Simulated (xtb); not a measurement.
C4H5Si, SMILES C1=C[SiH]C=C1 (connectivity only; charge and spin as stated), charge +1, multiplicity 1. All values are semi-empirical tight-binding results from xtb (GFN2-xTB unless named), good for trends rather than for accurate numbers. The structure is a stationary point at GFN2-xTB. The multiplicity is an assumed one; no other spin state was optimised. The isomer is the one that the SMILES or the coordinates give; other isomers of the formula were not compared.

Optimised geometry:

```xyz
10

C      0.0000     0.7374    -1.2662
C      0.0000     1.3459    -0.0656
Si     0.0000     0.0000     1.2550
C      0.0000    -1.3459    -0.0656
C      0.0000    -0.7374    -1.2662
H      0.0000     1.2690    -2.2051
H      0.0000     2.4159     0.0586
H      0.0000     0.0000     2.7037
H      0.0000    -2.4159     0.0586
H      0.0000    -1.2690    -2.2051
```
Charge +1, spin multiplicity 1.

Estimate the properties. (Estimate from the structure and the level; the computed values follow.)


```
Quantity                                           Value
----------------------------------------  --------------
point group as xtb finds it                          C2v
orbital gap                                      1.88 eV
zero-point energy                          44.5 kcal/mol
G − E(el) at 298.15 K (modified RRHO)      27.4 kcal/mol
static polarisability (D4 model)              73.8 bohr³
solvation energy, GFN2-xTB/ALPB(water)    -49.1 kcal/mol
solvation energy, GFN2-xTB/ALPB(octanol)  -47.1 kcal/mol
```

Computed atomic charges and the Wiberg bond orders between heavy atoms:
charges (e) C1 0.01, C2 -0.10, Si3 0.62, C4 -0.10, C5 0.01, H6 0.12, H7 0.12, H8 0.09, H9 0.12, H10 0.12. Bond orders C1–C2 1.82, C2–Si3 1.00, Si3–C4 1.00, C1–C5 1.07, C4–C5 1.82.
